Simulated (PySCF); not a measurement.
GaF2, SMILES [Ga+]([F])[F], charge +1. Coordinates come from a B3LYP-D3(BJ)/def2-TZVP optimisation. The spin state was assumed, not searched. The isomer is the one that the SMILES or the coordinates give; other isomers of the formula were not compared.

Method: B3LYP-D3(BJ)/def2-TZVP (PySCF).

Harmonic wavenumbers (cm⁻¹): 170, 170, 718, 909. Rotational constants (GHz): 4.767 (linear); symmetry number 2.

### Question
Work out the zero-point energy and the ideal-gas rigid-rotor harmonic-oscillator thermochemistry at 298.15 K and 1 atm.

### Answer
ZPE = ½ Σ hcν = ½ × 1966 cm⁻¹ = 2.81 kcal/mol. H − E(el) = 5.75 kcal/mol. Entropy in cal/(mol K): translation 39.94, rotation 14.86, vibration 5.30, total 60.10. G − E(el) = -12.17 kcal/mol. Cp = 12.00 cal/(mol K).
